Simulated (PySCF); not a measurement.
C4H5NO. Atoms are numbered in the order given.

```xyz
11

N      2.6138    -0.3088     0.0000
C      1.5132     0.0939     0.0000
C      0.1385     0.5643     0.0000
C     -0.8595    -0.0340    -1.0321
O     -1.8211    -0.3094     0.0000
C     -0.8595    -0.0340     1.0321
H      0.1262     1.6728     0.0000
H     -1.2435     0.6680    -1.8026
H     -0.4812    -0.9565    -1.5296
H     -1.2435     0.6680     1.8026
H     -0.4812    -0.9565     1.5296
```
Charge 0, spin multiplicity 1.

Geometry optimised at PBE-D3(BJ)/def2-SVP.

The numbers are results of PBE-D3(BJ)/def2-SVP in PySCF, not measurements.

Frequencies are harmonic and unscaled.

```tsv
mode	ν (cm⁻¹)	IR (km/mol)	moving atoms (share of kinetic energy)
1	99	11.4	O 44 %, C 21 %, H 20 %, N 15 %
2	180	7.3	C 46 %, N 34 %, H 16 %
3	236	0.3	C 45 %, N 27 %, H 25 %
4	510	0.3	C 69 %, N 15 %, H 10 %
5	529	1.4	C 83 %, H 10 %
6	643	0.4	C 49 %, H 25 %, O 15 %, N 10 %
7	856	16.1	C 43 %, H 28 %, O 25 %
8	869	0.4	H 83 %, C 17 %
9	963	24.8	C 57 %, H 21 %, O 18 %
10	995	0.1	C 83 %, H 16 %
11	1042	99.1	C 53 %, O 44 %
12	1073	0.3	H 51 %, C 44 %
13	1085	3.0	C 51 %, H 34 %, O 10 %
14	1126	1.6	H 91 %, C 9 %
15	1135	0.7	H 84 %, C 9 %
16	1180	6.8	H 77 %, C 23 %
17	1255	0.0	H 79 %, C 17 %
18	1290	4.7	H 61 %, C 34 %
19	1334	4.4	H 58 %, C 41 %
20	1438	0.5	H 93 %
21	1465	1.1	H 90 %, C 10 %
22	2291	14.3	C 62 %, N 38 %
23	2942	86.2	H 95 %
24	2953	11.5	H 94 %
25	3014	26.4	H 91 %, C 9 %
26	3017	14.5	H 90 %, C 10 %
27	3031	17.8	H 92 %, C 8 %
```
